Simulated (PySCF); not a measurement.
Vertical excitations of a molecule C2H5FSi2 from TDA-ωB97X/def2-SVPD in PySCF, as energy in eV (oscillator strength): 5.63 (0.005), 6.14 (0.002), 6.31 (0.005), 6.90 (0.025), 7.52 (0.091), 8.04 (0.470), 8.10 (0.011), 8.37 (0.032), 8.51 (0.114), 8.64 (0.062). Lowest triplet (TDA): 4.88 eV. The structure is a stationary point at B3LYP-D3(BJ)/def2-SVP. Other conformers were not sampled.

**Question.** Pick the molecule that these values belong to.
(A) F[SiH2]C#C[SiH3]
(B) C#C[Si@@H](F)[SiH3]
(C) FC1=C[SiH2][SiH2]1
(D) F[Si@H]1C=C[SiH2]1

**Answer.** B, C#C[Si@@H](F)[SiH3]
